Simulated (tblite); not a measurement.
Br2Si, charge +1, doublet, geometry from GFN2-xTB (a state made from the parent by changing its charge; the spin is typed, not shown lowest); GFN1-xTB (tblite 0.6.0).

Here is a job for tblite.
```
$ tblite run mol.xyz --method gfn1 --charge 1 --spin 1 --guess eeq --json tblite.json --no-restart

# file mol.xyz
3

Si    -0.01521577    -0.00237586     0.77983544
Br     1.07276535    -1.63797801    -0.14008693
Br    -1.06667904     1.63892835    -0.17184725
```

What the program printed (banner, timings and long lists left out):

```
xTB calculator
 | screened Coulomb repulsion
 | Coulomb electrostatics
 |  * isotropic Klopman-Ohno-Mataga-Nishimoto electrostatics
 |  * onsite third-order electrostatics
 | DFT-D3(BJ) dispersion correction

halogen bonding energy    0.0000000000000E+00 Eh
repulsion energy          4.9068122062574E-02 Eh
dispersion energy        -1.2732836904467E-03 Eh
number of electrons       1.7000000000000E+01 e
integral cutoff           2.8146159136829E+01 bohr

------------------------------------------------------------
  cycle        total energy    energy error   density error
------------------------------------------------------------
      1     -8.901282077416  -8.9490769E+00   5.6564569E-01
      2     -8.781031736491   1.2025034E-01   4.8748965E-01
      3     -9.037513515599  -2.5648178E-01   2.9432920E-01
      4     -9.169986888551  -1.3247337E-01   2.6046478E-02
      5     -9.170641429197  -6.5454065E-04   1.4683820E-02
      6     -9.170980025891  -3.3859669E-04   3.5538811E-03
      7     -9.170996254966  -1.6229076E-05   5.9284328E-04
      8     -9.170996737504  -4.8253784E-07   2.5972862E-04
      9     -9.170996848678  -1.1117379E-07   1.2796747E-05
------------------------------------------------------------

electronic energy        -9.2187916870501E+00 Eh
total energy             -9.1709968486780E+00 Eh

Post processing:
 | Mayer-Wiberg bond orders

[Info] JSON dump of results written to 'tblite.json'
```
